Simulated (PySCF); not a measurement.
PySCF input file for B(Cl)(F)(OAc) (C2H3BClFO2), SMILES CC(=O)OB(F)Cl, ωB97X-D3(BJ)/def2-SVP. Geometry: ωB97X-D3(BJ)/def2-SVP. The values are those of a single conformer.

```python
import numpy as np
from pyscf import gto, scf, dft, df
from pyscf.hessian import thermo

mol = gto.M(
    atom='''
    B     0.73688306    0.39538121    0.66707695
    Cl    0.22894009   -0.94894626    1.66504517
    F     1.60804718    1.26252702    1.14911920
    O     0.34393159    0.56471258   -0.62842660
    C    -0.81314602    0.08212147   -1.20414070
    C    -0.61766619   -0.17464486   -2.67039232
    O    -1.81881618   -0.05789737   -0.57830928
    H    -1.56527815   -0.49578643   -3.11819220
    H     0.15061416   -0.95125374   -2.80535292
    H    -0.25020731    0.74009599   -3.15859529
    ''',
    basis='def2-SVP',
    charge=0,
    spin=0,
    max_memory=1600,
    verbose=3,
)
mf = dft.RKS(mol, xc='wb97x-d3bj').density_fit(auxbasis='def2-universal-jkfit')
mf.grids.level = 3
mf.conv_tol = 1e-11
mf.max_cycle = 100
mf.kernel()

# [left out here: the lines that compute and print the analytic Hessian (its translational invariance restored by hand, since the grid's response is missing), thermochemistry and intensities]
```

Log of the run:

```
converged SCF energy = -813.206586674053

WARN: DFTD3 does not support analytical Hessian, using finite difference


WARN: Mole.unit (angstrom) is changed to Bohr

Mode                                 0                   1                   2
Irrep
Freq [cm^-1]                       44.0758             82.9492            122.6207
Reduced mass [au]                   4.9637              7.0495              1.1214
Force const [Dyne/A]                0.0057              0.0286              0.0099
Char temp [K]                      63.4152            119.3454            176.4239
Normal mode                   x     y     z       x     y     z       x     y     z
       0   B                 0.01 -0.01 -0.00   -0.00  0.03  0.00    0.01 -0.00 -0.00
       1  Cl                -0.03  0.04  0.05   -0.02  0.01 -0.03   -0.01 -0.00 -0.01
       2   F                 0.05 -0.03 -0.04    0.09 -0.05 -0.01   -0.01  0.00  0.01
       3   O                -0.00 -0.02 -0.00   -0.09  0.13  0.05    0.03 -0.02 -0.02
       4   C                 0.00 -0.02 -0.01   -0.02  0.00  0.02    0.02 -0.01  0.01
       5   C                -0.02  0.13 -0.05    0.07 -0.05  0.04   -0.02 -0.02  0.01
       6   O                 0.02 -0.13 -0.01   -0.04 -0.06 -0.02    0.02  0.05  0.02
       7   H                -0.00  0.09 -0.05    0.12 -0.17  0.01    0.08 -0.50  0.13
       8   H                 0.05  0.22 -0.15    0.16  0.02  0.12    0.37  0.37 -0.06
       9   H                -0.13  0.22  0.03   -0.01 -0.04  0.01   -0.55  0.15 -0.08
Mode                                 3                   4                   5
Irrep
Freq [cm^-1]                      140.5286            317.1762            373.5391
Reduced mass [au]                   9.4729              5.5188             13.0069
Force const [Dyne/A]                0.1102              0.3271              1.0693
Char temp [K]                     202.1894            456.3460            537.4395
Normal mode                   x     y     z       x     y     z       x     y     z
       0   B                 0.01  0.02 -0.02    0.02 -0.00  0.02    0.08  0.04  0.03
       1  Cl                -0.06  0.02 -0.07   -0.04 -0.02 -0.04    0.00  0.04 -0.06
       2   F                -0.00  0.01  0.04    0.01  0.08 -0.10    0.06  0.03  0.11
       3   O                 0.06  0.04 -0.03    0.00 -0.08  0.03    0.00 -0.09  0.04
       4   C                 0.04 -0.01  0.03   -0.02 -0.03  0.06   -0.03 -0.06  0.01
       5   C                -0.05 -0.02  0.03    0.09  0.05  0.07   -0.04 -0.00 -0.00
       6   O                 0.09 -0.07  0.11   -0.03  0.01  0.05   -0.08 -0.01 -0.07
       7   H                -0.10  0.07  0.07    0.15  0.06 -0.07   -0.06  0.04  0.01
       8   H                -0.14 -0.11 -0.00    0.13  0.08  0.10   -0.05 -0.00 -0.08
       9   H                 0.02 -0.06  0.00    0.14  0.09  0.19   -0.05  0.03  0.04
Mode                                 6                   7                   8
Irrep
Freq [cm^-1]                      429.5311            567.9666            598.7664
Reduced mass [au]                   5.3174              5.0954              3.5963
Force const [Dyne/A]                0.5780              0.9684              0.7597
Char temp [K]                     617.9996            817.1774            861.4916
Normal mode                   x     y     z       x     y     z       x     y     z
       0   B                -0.02 -0.03 -0.08    0.17 -0.11 -0.07    0.11 -0.09 -0.07
       1  Cl                 0.03  0.06 -0.02   -0.02 -0.01  0.02   -0.01  0.00  0.01
       2   F                -0.05 -0.09  0.05   -0.02  0.04  0.02   -0.03  0.01  0.00
       3   O                -0.01 -0.03 -0.07    0.03  0.02 -0.02   -0.02  0.09  0.00
       4   C                -0.06 -0.02  0.01   -0.05  0.11 -0.01    0.04 -0.14  0.03
       5   C                 0.07  0.02  0.03   -0.01  0.01  0.03    0.00 -0.01  0.01
       6   O                -0.03  0.00  0.07   -0.04 -0.06 -0.02   -0.01  0.05 -0.01
       7   H                 0.17  0.01 -0.16    0.04 -0.13  0.03   -0.05  0.17 -0.02
       8   H                 0.13  0.07  0.13    0.01 -0.01  0.27   -0.02  0.03 -0.30
       9   H                 0.14  0.06  0.14    0.03 -0.10 -0.14   -0.04  0.14  0.26
Mode                                 9                  10                  11
Irrep
Freq [cm^-1]                      633.5986            690.1113            938.4557
Reduced mass [au]                   5.6531              8.3152              6.8825
Force const [Dyne/A]                1.3371              2.3333              3.5713
Char temp [K]                     911.6074            992.9166           1350.2289
Normal mode                   x     y     z       x     y     z       x     y     z
       0   B                 0.03  0.06 -0.02    0.06 -0.10  0.02   -0.01 -0.04  0.09
       1  Cl                -0.02 -0.04  0.03    0.01  0.04 -0.03    0.01  0.02 -0.01
       2   F                 0.07  0.06  0.05   -0.03 -0.01 -0.01   -0.03 -0.02 -0.03
       3   O                -0.03  0.01 -0.05   -0.10 -0.04  0.12    0.14  0.06  0.04
       4   C                -0.08 -0.03 -0.06    0.01  0.03 -0.03   -0.04  0.00  0.06
       5   C                 0.02 -0.02 -0.12    0.02 -0.01 -0.10    0.00 -0.03 -0.11
       6   O                 0.01  0.02  0.09    0.07  0.02  0.06   -0.09 -0.02  0.03
       7   H                 0.11 -0.03 -0.31    0.00 -0.05 -0.04    0.05 -0.02 -0.23
       8   H                 0.07  0.02 -0.05   -0.01 -0.04 -0.06    0.02 -0.00 -0.14
       9   H                 0.08  0.01 -0.02   -0.00 -0.06 -0.21    0.02 -0.02 -0.09
Mode                                12                  13                  14
Irrep
Freq [cm^-1]                     1017.2899           1062.9368           1245.5835
Reduced mass [au]                   1.6800              1.8803              4.0671
Force const [Dyne/A]                1.0244              1.2517              3.7178
Char temp [K]                    1463.6536           1529.3294           1792.1173
Normal mode                   x     y     z       x     y     z       x     y     z
       0   B                -0.00 -0.03  0.05   -0.00 -0.01  0.01   -0.05 -0.13  0.11
       1  Cl                 0.00  0.01 -0.01    0.00  0.00 -0.00    0.01  0.01 -0.01
       2   F                -0.00  0.00 -0.01    0.00  0.00  0.00    0.03  0.03  0.01
       3   O                 0.02  0.02  0.04   -0.01 -0.02 -0.00    0.02  0.03 -0.03
       4   C                -0.00 -0.01 -0.07   -0.04  0.15 -0.03   -0.08 -0.06 -0.13
       5   C                -0.13 -0.03  0.03    0.03 -0.12  0.03    0.05  0.02  0.03
       6   O                 0.06  0.01 -0.04    0.01 -0.03  0.00    0.01  0.01  0.02
       7   H                 0.11 -0.07 -0.45   -0.06  0.26 -0.04   -0.10  0.03  0.34
       8   H                 0.12  0.17  0.35    0.09  0.04 -0.45   -0.07 -0.10  0.11
       9   H                 0.15  0.05  0.39   -0.14  0.16  0.40   -0.10  0.09  0.06
Mode                                15                  16                  17
Irrep
Freq [cm^-1]                     1273.5990           1402.5419           1432.7682
Reduced mass [au]                   6.2739              1.6000              9.1960
Force const [Dyne/A]                5.9958              1.8544             11.1225
Char temp [K]                    1832.4254           2017.9455           2061.4344
Normal mode                   x     y     z       x     y     z       x     y     z
       0   B                -0.05 -0.13  0.10    0.03  0.02  0.03    0.16  0.10  0.17
       1  Cl                 0.00  0.01 -0.01   -0.00 -0.00  0.00   -0.00 -0.00 -0.00
       2   F                 0.04  0.04  0.02   -0.01 -0.01 -0.00   -0.06 -0.06 -0.03
       3   O                -0.07 -0.00 -0.12   -0.03 -0.01 -0.03   -0.03  0.00 -0.07
       4   C                 0.09  0.03  0.10    0.05  0.03  0.06   -0.01 -0.01 -0.03
       5   C                -0.02  0.00  0.00    0.01 -0.02 -0.14    0.01  0.01  0.04
       6   O                -0.01 -0.00 -0.01   -0.02 -0.00  0.00    0.01  0.00  0.00
       7   H                 0.08 -0.04 -0.19   -0.20  0.00  0.30    0.07 -0.01 -0.07
       8   H                 0.03  0.07 -0.11    0.04 -0.11  0.46   -0.06 -0.04 -0.07
       9   H                 0.09 -0.09 -0.10   -0.04  0.28  0.39   -0.06 -0.02 -0.07
Mode                                18                  19                  20
Irrep
Freq [cm^-1]                     1446.7364           1456.6167           1939.8391
Reduced mass [au]                   1.0568              1.0454             12.2853
Force const [Dyne/A]                1.3032              1.3068             27.2375
Char temp [K]                    2081.5315           2095.7471           2790.9966
Normal mode                   x     y     z       x     y     z       x     y     z
       0   B                 0.02  0.01  0.02    0.00  0.00 -0.00    0.00  0.01 -0.02
       1  Cl                -0.00 -0.00 -0.00   -0.00 -0.00  0.00   -0.00 -0.00  0.00
       2   F                -0.01 -0.01 -0.00   -0.00 -0.00 -0.00    0.00  0.00  0.00
       3   O                -0.00  0.00 -0.01    0.00 -0.00  0.00   -0.00 -0.00  0.01
       4   C                -0.01 -0.01 -0.02   -0.01  0.02 -0.01    0.18  0.02 -0.14
       5   C                -0.04 -0.02 -0.02   -0.01  0.05 -0.01   -0.01  0.00  0.02
       6   O                -0.01 -0.00  0.01    0.00 -0.00  0.00   -0.12 -0.02  0.08
       7   H                -0.25  0.06  0.38    0.15 -0.67  0.15    0.04 -0.00 -0.05
       8   H                 0.41  0.44 -0.13   -0.28 -0.17 -0.33   -0.02 -0.01  0.03
       9   H                 0.54 -0.24 -0.02    0.34  0.08  0.33   -0.02  0.01  0.02
Mode                                21                  22                  23
Irrep
Freq [cm^-1]                     3089.9716           3183.8101           3227.4533
Reduced mass [au]                   1.0377              1.1030              1.1085
Force const [Dyne/A]                5.8373              6.5875              6.8028
Char temp [K]                    4445.7811           4580.7939           4643.5868
Normal mode                   x     y     z       x     y     z       x     y     z
       0   B                 0.00  0.00  0.00   -0.00  0.00  0.00   -0.00  0.00 -0.00
       1  Cl                 0.00  0.00 -0.00    0.00 -0.00  0.00   -0.00 -0.00  0.00
       2   F                -0.00 -0.00  0.00   -0.00 -0.00 -0.00    0.00  0.00  0.00
       3   O                 0.00 -0.00 -0.00    0.00 -0.00  0.00   -0.00 -0.00 -0.00
       4   C                -0.00 -0.00 -0.00   -0.00  0.00  0.00    0.00  0.00 -0.00
       5   C                -0.02  0.01  0.05   -0.02  0.08 -0.02    0.09  0.03  0.01
       6   O                 0.00  0.00 -0.00   -0.00  0.00 -0.00   -0.00 -0.00  0.00
       7   H                -0.40 -0.13 -0.19    0.05  0.03  0.02   -0.72 -0.24 -0.34
       8   H                 0.44 -0.45 -0.07    0.47 -0.46 -0.09   -0.19  0.20  0.03
       9   H                 0.19  0.49 -0.26   -0.23 -0.56  0.30   -0.11 -0.29  0.15
temperature 298.1500 [K]
pressure 101325.00 [Pa]
Rotational constants [GHz] 3.52843 1.44826 1.14312
Symmetry number 1
Zero-point energy (ZPE) 0.06087 [Eh]   159811.915 [J/mol]
                           tot       elec      trans        rot        vib
Entropy [J/mol/K]       371.707      0.000    168.893    118.825     83.989
Cv [J/mol/K]            100.897      0.000     12.472     12.472     75.954
Cp [J/mol/K]            109.212      0.000     20.786     12.472     75.954
Internal energy [J/mol]                      3718.434   3718.434 172270.753
Internal energy [Eh]   -813.13814  -813.20659
Enthalpy [J/mol]                             6197.391   3718.434 172270.753
Enthalpy [Eh]          -813.13720
Gibbs free energy [J/mol]                  -44158.134 -31709.167 147229.568
Gibbs free energy [Eh] -813.17941
mode   freq/cm-1   IR/(km/mol)
   1       44.08         3.380
   2       82.95         0.039
   3      122.62         0.341
   4      140.53         0.895
   5      317.18         7.607
   6      373.54         1.466
   7      429.53         4.802
   8      567.97         9.193
   9      598.77        27.602
  10      633.60        50.062
  11      690.11        17.836
  12      938.46        51.409
  13     1017.29        20.709
  14     1062.94         6.682
  15     1245.58       257.690
  16     1273.60       615.070
  17     1402.54       242.490
  18     1432.77       496.516
  19     1446.74        26.707
  20     1456.62        10.240
  21     1939.84       259.230
  22     3089.97         0.108
  23     3183.81         0.512
  24     3227.45         1.317
max |gradient| / (hartree/bohr): 0.00030776702999933263
APT charges: [ 1.6396 -0.4155 -0.6376 -1.1991  1.2925 -0.1319 -0.6824  0.0379  0.0462
  0.0505]
```

The run converged.

Cost: roughly 2.5 core-minutes.
